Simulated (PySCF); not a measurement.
These are PBE-D3(BJ)/def2-TZVP // PBE0-D3(BJ)/def2-TZVP in PySCF values and carry that method's errors. Gas-phase values, no solvent. One relaxed conformer stands for a flexible species; it need not be the lowest. 

Reference species (SMILES): `[GaH3]` (neutral, multiplicity 1).

| Quantity | Result |
|---|---|
| HOMO | -7.35 eV |
| LUMO | -2.65 eV |
| HOMO–LUMO gap | 4.70 eV |

Changed species: `[NH2][GaH2]` (2 of 3 NH2 replaced by H; the reference has 3 of 3 NH2 replaced by H).

Problem. What does the change do to the HOMO, LUMO and HOMO–LUMO gap?

Solution. the HOMO rises by 1.26 eV, to -6.09 eV; the LUMO increases by 1.16 eV, to -1.49 eV; the HOMO–LUMO gap drops by 0.10 eV, to 4.60 eV.
